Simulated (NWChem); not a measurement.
System: SbH2 cation

Input file for NWChem:

```
start job
memory heap 200 mb stack 900 mb global 1100 mb
charge 1
geometry units angstroms noautoz
  Sb     0.000000     0.000000     0.059195
  H      1.221276     0.000000    -1.174753
  H     -1.221276     0.000000    -1.174753
end
basis spherical
  * library def2-svpd
end
ecp
  Sb library def2-ecp
end
dft
  xc hfexch
  iterations 150
end
tddft
  nroots 6
  notriplet
end
task tddft energy
```

Geometry: optimised at PBE-D3(BJ)/def2-SVP. def2 effective core potentials on Sb; no spin-orbit coupling.

Vertical excitations in the gas phase.

### Question
Predict the main results of this run. (Hartree-Fock/def2-SVPD with def2 effective core potentials on Sb, TDHF.) Quantities: lowest excitation, singlet (eV); oscillator strength of that lowest state; lowest state with f > 0.02, singlet (eV); oscillator strength of that bright state; orbital gap (eV).

### Answer
The lowest excitation, singlet (eV) is 2.65 and the oscillator strength of that lowest state is 0.011. The lowest state with f > 0.02, singlet (eV) is 8.06 and the oscillator strength of that bright state comes out as 0.259. The orbital gap (eV) comes out as 9.71.
